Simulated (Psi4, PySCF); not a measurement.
Here is a job for Psi4.
```
memory 2 GB

molecule mol {
0 1
Ge   -0.000000   -0.000000   -1.458150
Te    0.000000    0.000000    0.897323
}

set {
  basis def2-svpd
  reference rks
  scf_type pk
  puream true
  d_convergence 1e-8
  dft_radial_points 99
  dft_spherical_points 590
}

energy('wb97m-v')
print_variables()
```

Problem. Write the same job for PySCF.

Solution. Several could match; the one computed here: 
```python
from pyscf import gto, scf, dft

mol = gto.M(
    atom='''
Ge   -0.000000   -0.000000   -1.458150
Te    0.000000    0.000000    0.897323
''',
    basis='def2-svpd',
    ecp={'Te': 'def2-svpd'},
    charge=0,
    spin=0,
    verbose=4,
)

mf = dft.RKS(mol)
mf.xc = 'wb97m_v'
mf.grids.atom_grid = (99, 590)
mf.grids.prune = None
mf.kernel()
```

Both were run: Psi4 gave -2344.651863 Eh and PySCF -2344.651850 Eh, 0.012 mEh apart.
